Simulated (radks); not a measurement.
Results of a calculation; reference values are marked as such.
Numerical settings for neutral helium, [He]. Level of theory: scalar-relativistic Kohn-Sham, PBEsol, spin-polarised, spherical densities, finite nucleus; Gaussian nuclear charge, rms radius 1.6755 fm (a radial shooting solver on a logarithmic mesh with Libxc functionals). The defaults (mesh step 0.008 in ln r, mesh end at 40 bohr or more with all orbitals vanishing there, Anderson mixing 0.5 over 9 steps, residual threshold near 1e-9 with the energy settled to 1e-9 hartree or 1e-11 of itself, here a cap of 55 iterations) give E = -2.8579 hartree and 1s at -15.499 eV in 19 iterations. Run on one thread of a shared host, so times are rough (Arm Neoverse N1): 0.08 s of CPU time, 0.08 s wall, 19 iterations on 2189 mesh points. Changes against that run (0 stands for a change within the tolerance of the run):

\begin{tabular}{lrrrrr}
setting & iterations & converged & E (mhartree) & e(1s) (meV) & CPU (s) \\ \hline
mesh step in ln r 0.12 & 55 & no & -1.31e+04 & - & 0.08 \\
mesh step in ln r 0.05 & 14 & yes & 0 & 0 & 0.02 \\
mesh step in ln r 0.02 & 14 & yes & 0 & 0 & 0.03 \\
mesh end (bohr) 400 & 19 & yes & 0 & 0 & 0.09 \\
mesh end (bohr) 2 & 14 & yes & +322 & +9.79e+03 & 0.05 \\
residual threshold 1e-16 & 55 & no & 0 & 0 & 0.23 \\
residual threshold 0.01 & 7 & yes & 0 & -1.01 & 0.03 \\
mixing 1.5 & 47 & yes & 0 & 0 & 0.2 \\
linear mixing, mixing 1 & 55 & no & 0 & 0 & 0.18 \\
linear mixing, mixing 0.5 & 55 & no & 0 & 0 & 0.18 \\
mixing history 2 & 55 & no & 0 & 0 & 0.19 \\
iteration cap 3 & 3 & no & +0.159 & -92 & 0.01 \\
\end{tabular}

Settings that end as converged yet miss the energy by more than 1 mhartree: mesh end (bohr) 2 (+0.322 hartree). A mesh that ends early acts as a hard wall.
